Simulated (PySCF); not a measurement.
# Working out the ionisation energy of Cr⁶⁺

Cr⁶⁺ [Ar] (1S) → Cr⁷⁺ [Ne] 3s2 3p5 (2P). All numbers are calculated (PySCF 2.14, the non-relativistic Hamiltonian (point nucleus), in an uncontracted even-tempered set (18 s from 0.25 bohr⁻², ratio 2.5; 12 p from 0.33 bohr⁻², ratio 2.5; 5 d from 3.3 bohr⁻², ratio 2.7; 5 f from 4.9 bohr⁻², ratio 2.7)). Frozen: 1s2; the 18 highest virtual orbitals dropped. Energies in hartree (1 hartree = 27.21139 eV):

| part | Cr⁶⁺ (lower) | Cr⁷⁺ (upper) |
| --- | --- | --- |
| UHF | -1033.859617 | -1028.014451 |
| MP2 opposite-spin | -0.406241 | -0.387158 |
| MP2 same-spin | -0.154070 | -0.142020 |

Problem. What does Hartree-Fock give?

Solution. (-1028.014451) − (-1033.859617) = 5.845166 hartree = 159.055 eV.

Problem. What do MP2 and SCS-MP2 (6/5 opposite-spin, 1/3 same-spin) give?

Solution. The opposite-spin parts differ by 0.519 eV and the same-spin parts by 0.328 eV. MP2: 159.055 + (0.519) + (0.328) = 159.902 eV. SCS-MP2: 159.055 + 1.2 × (0.519) + (0.328)/3 = 159.787 eV.

A first-order spin-orbit estimate adds -0.378 eV to MP2 (outer shells), giving 159.524 eV against 160.29 ± 0.06 eV (semi-empirical (NIST evaluation); NIST Atomic Spectra Database, ionization energies).

The calculation is non-relativistic.

What remains against the reference includes basis incompleteness, the frozen core and correlation beyond second order.
